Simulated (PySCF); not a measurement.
Computed IR spectrum (relative IR intensity) of a molecule C₅H₉N. Coordinates come from a B3LYP-D3(BJ)/def2-SVP optimisation. Other conformers were not sampled. Method: B3LYP-D3(BJ)/def2-SVP in PySCF 2.14.0. Harmonic, unscaled wavenumbers; measured fundamentals usually lie a few per cent lower.

ν (cm⁻¹): 293 (w), 621 (w), 681 (w), 875 (w), 935 (vw), 1019 (w), 1073 (w), 1135 (w), 1245 (m), 1276 (w), 1386 (vw), 1389 (m), 1462 (w), 1480 (w), 1502 (w), 2866 (s), 2872 (m), 2896 (vs), 2997 (m), 3001 (m), 3051 (m), 3101 (w), 3221 (w) (against the strongest line: vs over 80 %, s over 45 %, m over 15 %, w over 4 %, vw less)

Task: Which structure fits?
A) NCC1=CCC1
B) C/N=C\C1CC1
C) C=C=CCCN
D) CN1CC=CC1

Result: D, CN1CC=CC1
